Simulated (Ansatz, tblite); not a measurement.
Forces on Be₂Te₂⁺ at its r2SCAN-D4/def2-TZVP geometry. The state is a doublet with charge 1.

In the def2 sets Te takes a core potential; there is no spin–orbit coupling. The xTB rows come from tblite. The structure comes from a short search, and lower isomers may exist.

GFN1-xTB (tblite), largest force 1.06 eV/Å:

```xyz
4
positions Å, forces eV/Å
Be    0.519    0.791   -0.519    0.510    0.778   -0.511
Be   -0.519   -0.791    0.520   -0.510   -0.778    0.511
Te    1.739   -0.982    0.242    0.890   -0.502    0.124
Te   -1.739    0.982   -0.242   -0.890    0.502   -0.124
```

GFN2-xTB (tblite), largest force 0.64 eV/Å:

```
Be -0.015 -0.023 0.015
Be 0.015 0.023 -0.015
Te 0.556 -0.314 0.077
Te -0.556 0.313 -0.077
```

PBE-D4/def2-TZVP (Ansatz), largest force 0.14 eV/Å:

```
Be 0.015 0.023 -0.015
Be -0.015 -0.023 0.015
Te 0.118 -0.067 0.016
Te -0.118 0.067 -0.016
```
